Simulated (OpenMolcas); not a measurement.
# Multiplet structure of C2+

```yaml
Program: OpenMolcas 26.06
Method: CASSCF
Basis: ANO-RCC-VQZP [5s4p3d2f1g]
Scalar_Hamiltonian: DKH2, point nucleus
Active_space: 2 electrons in 8 orbitals (2s 2p 3s 3p)
State_averaging: 2S+1 = 3 even, 3 roots; 2S+1 = 1 even, 7 roots; 2S+1 = 3 odd, 3 roots; 2S+1 = 1 odd, 3 roots
Spin-orbit_coupling: state interaction with AMFI integrals over the reference wave functions, term energies averaged over their components
```

With spin-orbit coupling, above the lowest level:

```csv
Configuration,Term,J,E (cm-1),Measured (cm-1),Term weight %
2s2,1S,0,0.0,0.0,100
2s 2p,3P*,0,52854,52367,100
2s 2p,3P*,1,52881,52391,100
2s 2p,3P*,2,52935,52447,100
2s 2p,1P*,1,112022,102352,100
2p2,3P,0,138803,137426,100
2p2,3P,1,138830,137454,100
2p2,3P,2,138883,137502,100
2p2,1D,2,155197,145876,100
2p2,1S,0,190809,182520,100
```

Against the 9 measured excited levels shown (Moore, Selected Tables of Atomic Spectra, NSRDS-NBS 3, section 3) the mean absolute deviation is 3700 cm-1; the largest miss in energy is 2s 2p 1P* 1: computed 112022, measured 102352 cm-1 (+9.4 %).

Active for correlation alone: 3p 3s; no level in the range computed is led by a configuration that fills them, so any true level of that kind is missing. Measured partners are found by configuration, term and J. A level has none where our copy of the source lacks it or the pairing is in doubt (some pairs that miss far off the trend of their configuration count as doubtful), and it then counts in no deviation. Levels of configurations outside the active space are missing. The first state left out of the spin-orbit step lies near 250000 cm-1 above the lowest spin-free state of the reference (among the parities and spins computed), and the list stops at four fifths of that energy or lower.

The term weight is that of the spin-free term in the level, not the purity of its configuration. * marks odd parity.
